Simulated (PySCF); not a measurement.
Mayer bond orders and bond lengths

C₆H₁₂O₂Si.
Numbering: `[CH2:1]=[CH:2][C@@:3]([CH:4]=[O:5])([CH2:6][SiH3:7])[O:8][CH3:9]` (hydrogens: H10, H11 on C1; H12 on C2; H13 on C4; H14, H15 on C6; H16, H17, H18 on Si7; H19, H20, H21 on C9)

Geometry (GFN2-xTB, Å), atoms numbered from 1 in this order:
```xyz
21
C6H12O2Si angstrom
C     -0.6895    0.7789    2.2609
C     -0.1530   -0.0188    1.3545
C      0.0489    0.3898   -0.0963
C      1.3401    1.1564    0.0145
O      2.4255    0.6504   -0.0646
C      0.2119   -0.8210   -1.0026
Si     1.9015   -1.7127   -0.8628
O     -0.9297    1.3280   -0.5293
C     -2.2380    0.8227   -0.6590
H     -1.0273    1.7704    2.0064
H     -0.8315    0.4645    3.2808
H      0.1959   -1.0107    1.5994
H      1.2030    2.2269    0.2313
H      0.0836   -0.4867   -2.0336
H     -0.5911   -1.5290   -0.7944
H      2.3209   -1.8998    0.5232
H      2.9100   -1.1692   -1.7615
H      1.5733   -3.0596   -1.3755
H     -2.5747    0.3330    0.2609
H     -2.3192    0.1172   -1.4921
H     -2.8694    1.6861   -0.8609
```

Bond orders from the PBE0/pcSseg-1 density (PySCF). The structure is a single GFN2-xTB conformer in the gas phase; no vibrational or solvent corrections.

(1) Where do the orders between heavy atoms depart from those drawn in the SMILES?

(2) Set the Mayer orders of the bonds between heavy atoms beside their lengths.

Answers

(1) The largest departure is 0.131, at C6–Si7 (drawn single, 0.869). Drawn single, order below 0.88: C6–Si7 (0.869).

(2) 
| bond | drawn as | length (Å) | Mayer order |
| --- | --- | --- | --- |
| C1–C2 | double | 1.321 | 1.940 |
| C2–C3 | single | 1.521 | 0.954 |
| C3–C4 | single | 1.506 | 0.912 |
| C4–O5 | double | 1.200 | 1.926 |
| C3–C6 | single | 1.521 | 1.016 |
| C6–Si7 | single | 1.916 | 0.869 |
| C3–O8 | single | 1.423 | 0.922 |
| O8–C9 | single | 1.408 | 0.918 |

By pair of heavy elements: C–C: lowest C3–C4 (0.912, 1.506 Å), highest C1–C2 (1.940, 1.321 Å); in 2 of the 6 pairs the longer bond (by over 0.003 Å) has the higher order (by 0.02 or more). C–O: lowest O8–C9 (0.918, 1.408 Å), highest C4–O5 (1.926, 1.200 Å).

Question: And the bonds to hydrogen?

Answer: C–H: 0.93 to 0.97 (9 bonds); H–Si: 0.91 to 0.95 (3 bonds).

Question: Sum the orders of all bonds at each heavy atom with more than one neighbour and set the sums beside the valence in the SMILES.

Answer: C1 3.833 (drawn 4), C2 3.848 (drawn 4), C3 3.804 (drawn 4), C4 3.771 (drawn 4), C6 3.763 (drawn 4), Si7 3.673 (drawn 4), O8 1.840 (drawn 2), C9 3.805 (drawn 4). Orders between atoms that aren't bonded are not in these sums.

Mayer orders depend on the basis set.

These values come from a run that also computed NMR shieldings. Hardware: Arm Neoverse N1, one thread (shared host). Cost: 88 s wall, 0.97 GiB resident at most.
